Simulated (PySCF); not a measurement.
Species: C2H9GaS.
Bonds: C1–S2, S2–C3, S2–Ga4. Hydrogens: H5, H6, H7 on C1; H8, H9, H10 on C3; H11, H12, H13 on Ga4.

Computed, not measured: PBE0-D3(BJ)/def2-SVP geometry optimisation, gas phase (PySCF 2.14.0).

(1) How far are the bound atoms from Ga4?

(2) List the angles at Ga4.

(3) Describe the arrangement about Ga4 in numbers.

(4) What are the other bond lengths?

(5) Give some angles away from the centre.

(6) What are the rotational constants (commonest isotopes, rigid rotor)?

Results:

(1) 4 atoms: H13 1.579 Å, H11 1.580 Å, H12 1.588 Å, S2 2.504 Å. The nearest atom not counted as bound is H5, at 3.23 Å.

(2) 
```
      angle  degrees  distance of the outer atoms (Å)
H11–Ga4–H13    119.5                             2.73
H12–Ga4–H13    118.0                             2.71
H11–Ga4–H12    117.8                             2.71
 S2–Ga4–H13     98.8                             3.16
 S2–Ga4–H11     97.8                             3.14
 S2–Ga4–H12     95.3                             3.09
```

(3) Angles from 95.3° to 119.5°; τ4 = (360° − α − β)/141° = 0.87 with α and β the two widest (0 for a square, 1 for a tetrahedron).

(4) C1–S2, S2–C3 1.803 Å; C1–H5 and 5 like bonds 1.099 Å.

(5) C1–S2–C3 100.8°, C1–S2–Ga4 99.9°, C3–S2–Ga4 100.9°.

(6) A = 5552, B = 1805, C = 1552 MHz: an asymmetric top.

Point group: near Cs, missed by 0.12 Å at most; the miss may be what the optimiser left on a soft mode. Charge 0, singlet. Not checked by PBE0-D3(BJ)/def2-SVP frequencies.

On an Arm Neoverse V2 with one thread, shared host with 32 logical CPUs at a one-minute load of 36, this took 42 s of wall time and 0.53 GiB of memory at its peak. These figures are those of the optimisation.
